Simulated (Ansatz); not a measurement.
Ansatz (a quantum-chemistry and plane-wave program) input (B3LYP-D3(BJ)/def2-TZVP):

Ansatz 0.2 input:
```yaml
crystal:
  periodic: [false, false, false]
  atoms:
    - {symbol: B, position_ang: [0.17002721, -0.01506501, 0.00299892]}
    - {symbol: C, position_ang: [1.64539342, -0.30007520, -0.01306394]}
    - {symbol: C, position_ang: [-0.37601662, 1.47335813, -0.09478410]}
    - {symbol: C, position_ang: [-0.87033004, -1.21297427, 0.10791879]}
    - {symbol: H, position_ang: [2.06591723, -1.25243672, -0.29756069]}
    - {symbol: H, position_ang: [2.39528184, 0.42480015, 0.26424239]}
    - {symbol: H, position_ang: [0.38093451, 2.20313038, -0.37010863]}
    - {symbol: H, position_ang: [-0.77400821, 1.76518266, 0.87720606]}
    - {symbol: H, position_ang: [-1.19979507, 1.56322922, -0.79923116]}
    - {symbol: H, position_ang: [-1.87519613, -0.89350562, 0.36794775]}
    - {symbol: H, position_ang: [-0.92708428, -1.70038470, -0.86599403]}
    - {symbol: H, position_ang: [-0.56739650, -1.98076456, 0.81652101]}
basis:
  gaussian:
    orbitals: def2-TZVP
hamiltonian:
  xc: b3lyp
  dispersion: d3bj
magnetization: {spin_polarized: true, initial_magnetization: 1}
relax: {f_tol: 0.002, max_steps: 150}
```

End of the output:

```
integrals: 0.07 GiB planned
1061 factors; their error is unknown
mean field: 0.92 GiB planned
mean field evaluation 128: about -3918.6814 eV, gradient 6.0e-4 eV
mean field -3918.68138982 eV, -144.0088848981 hartree, gradient 9.8e-6 eV, S^2 0.752642; 0 other end points of the search recorded, 0 dependent functions left out
the calculation of the forces begins
reference -3918.68166975 eV, -144.0088951856 hartree; 16, 15 occupied and 156, 157 virtual orbitals, 1061 factors
relax step  17: F+E_penalty+E_count = -3919.02229231 eV  Δ(F+E_penalty+E_count) = -2.718e-6 eV  max|allowed force component| = 3.933e-3 eV/Å  Δτ_max = 0.0027 Å  (26 SCF iters, accepted)
these checks for a lower state are left out or cut short: starts, cluster_reference, orbital_swaps, neighbouring_geometries, increment
integrals: 0.07 GiB planned
1061 factors; their error is unknown
mean field: 0.92 GiB planned
mean field -3918.68139573 eV, -144.0088851156 hartree, gradient 1.6e-5 eV, S^2 0.752642; 0 other end points of the search recorded, 0 dependent functions left out
the calculation of the forces begins
reference -3918.68167568 eV, -144.0088954035 hartree; 16, 15 occupied and 156, 157 virtual orbitals, 1061 factors
relax step  18: F+E_penalty+E_count = -3919.02229388 eV  Δ(F+E_penalty+E_count) = -1.572e-6 eV  max|allowed force component| = 2.032e-3 eV/Å  Δτ_max = 0.0021 Å  (26 SCF iters, accepted)
these checks for a lower state are left out or cut short: starts, cluster_reference, orbital_swaps, neighbouring_geometries, increment
integrals: 0.07 GiB planned
1061 factors; their error is unknown
mean field: 0.92 GiB planned
mean field -3918.68139797 eV, -144.0088851976 hartree, gradient 7.0e-6 eV, S^2 0.752642; 0 other end points of the search recorded, 0 dependent functions left out
the calculation of the forces begins
reference -3918.68167791 eV, -144.0088954855 hartree; 16, 15 occupied and 156, 157 virtual orbitals, 1061 factors
relax step  19: F+E_penalty+E_count = -3919.02229429 eV  Δ(F+E_penalty+E_count) = -4.092e-7 eV  max|allowed force component| = 1.203e-3 eV/Å  Δτ_max = 0.0007 Å  (25 SCF iters, accepted)
integrals: 0.07 GiB planned
1061 factors; their error is unknown
mean field: 0.92 GiB planned
mean field evaluation 160: about -3918.6814 eV, gradient 4.1e-4 eV
mean field -3918.68139797 eV, -144.0088851976 hartree, gradient 7.3e-6 eV, S^2 0.752642; 1 other end points of the search recorded, 0 dependent functions left out
the calculation of the forces begins
reference -3918.68167791 eV, -144.0088954855 hartree; 16, 15 occupied and 156, 157 virtual orbitals, 1061 factors
Total energy: -3919.02257424 eV, -144.0214231944 hartree
Atom 0 at     0.152757    -0.020237     0.007549 Å, force     0.000588    -0.000632    -0.000523 eV/Å
Atom 1 at     1.665109    -0.292663     0.088405 Å, force    -0.001203     0.000018     0.000321 eV/Å
Atom 2 at    -0.376234     1.455958    -0.121254 Å, force    -0.000615     0.000012     0.000768 eV/Å
Atom 3 at    -0.867060    -1.217547     0.053458 Å, force     0.000666     0.000738     0.000807 eV/Å
Atom 4 at     2.082646    -1.288612     0.208856 Å, force     0.000411    -0.000009    -0.000028 eV/Å
Atom 5 at     2.413236     0.493268     0.030396 Å, force     0.000396     0.000023    -0.000167 eV/Å
Atom 6 at     0.356035     2.168252    -0.507137 Å, force     0.000669     0.000413    -0.000258 eV/Å
Atom 7 at    -0.649274     1.801800     0.886111 Å, force     0.000019     0.000259     0.000112 eV/Å
Atom 8 at    -1.291804     1.531470    -0.714125 Å, force    -0.000326    -0.000081    -0.000300 eV/Å
Atom 9 at    -1.807813    -0.958802     0.546885 Å, force    -0.000819     0.000398     0.000182 eV/Å
Atom 10 at    -1.137489    -1.465744    -0.982940 Å, force    -0.000303    -0.000276    -0.001194 eV/Å
Atom 11 at    -0.472382    -2.132649     0.499889 Å, force     0.000517    -0.000863     0.000280 eV/Å
Dipole moment:     0.085381    -0.015368     0.004584 e Å
```

It need not be the lowest isomer of its formula.
